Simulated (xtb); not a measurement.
BaF2, SMILES [F][Ba][F]. All values are semi-empirical tight-binding results from xtb (GFN2-xTB unless named), good for trends rather than for accurate numbers. The structure is a stationary point at GFN2-xTB. The isomer is the one that the SMILES or the coordinates give; other isomers of the formula were not compared.

Optimised geometry:

Bond lengths (Å): Ba1–F2 2.136, Ba1–F3 2.136. Bond angles (°): F2–Ba1–F3 100.6.
Charge 0, spin multiplicity 1.

For metal compounds this method's bond lengths and energies can be far off.

The point group as xtb finds it is C2v and the orbital gap is 1.34 eV. The zero-point energy comes out as 0.9 kcal/mol and the G − E(el) at 298.15 K (modified RRHO) is -17.2 kcal/mol.

Question: Give the atomic charges and the Wiberg bond orders between heavy atoms. (The exact figures need the calculation; the answer reports its results.)

Answer: charges (e) Ba1 0.67, F2 -0.34, F3 -0.34. Bond orders Ba1–F2 1.02, Ba1–F3 1.02.
